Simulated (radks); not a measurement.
Excited configurations of Er56+: one electron is placed in a higher orbital outside [Ne] 3s1. The ground configuration is [Ne] 3s2. Calculated with a radial shooting solver on a logarithmic mesh with Libxc functionals: scalar-relativistic Kohn-Sham, PBEsol, spin-polarised, spherical densities, point nucleus; open shells are filled with parallel spins first (spin-orbit coupling, left out, can overturn this in heavy ions). Excitation = E - E(ground); binding = E(ion) - E, where the ion is the core of charge +57; n* = 57/sqrt(2 binding) in atomic units. These energies are relativistic, and a one-electron ion of charge +57 with no core already has n* below n in this formula (scalar-relativistic equation, point nucleus: 3d 2.987, 4s 3.926, 4d 3.982, 4f 3.991, 5s 4.923, 5d 4.978, 6s 5.920, 6p 5.953, 6d 5.976, 6f 5.986, 7d 6.975).

\begin{tabular}{lrrrr}
outer orbital & excitation (eV) & binding (eV) & n* & <r> (bohr) \\ \hline
3d & 594.93 & 5115.8 & 2.940 & 0.1750 \\
4s & 2607.2 & 3103.5 & 3.774 & 0.3753 \\
4d & 2853.6 & 2857.1 & 3.933 & 0.3544 \\
4f & 2910.3 & 2800.4 & 3.973 & 0.3095 \\
5s & 3766.4 & 1944.3 & 4.768 & 0.5991 \\
5d & 3888.9 & 1821.8 & 4.926 & 0.5864 \\
6s & 4379.8 & 1330.8 & 5.763 & 0.8752 \\
6p & 4417.3 & 1293.4 & 5.846 & 0.8831 \\
6d & 4449.5 & 1261.2 & 5.920 & 0.8707 \\
6f & 4466.0 & 1244.7 & 5.959 & 0.8302 \\
7d & 4786.4 & 924.28 & 6.916 & 1.207 \\
\end{tabular}

The Delta-SCF ionisation energy is 5710.7 eV (NIST Atomic Spectra Database: 5695 eV, theoretical). Self-interaction in the functional shifts the binding energies and quantum defects, so they are the method's values and not measured ones.
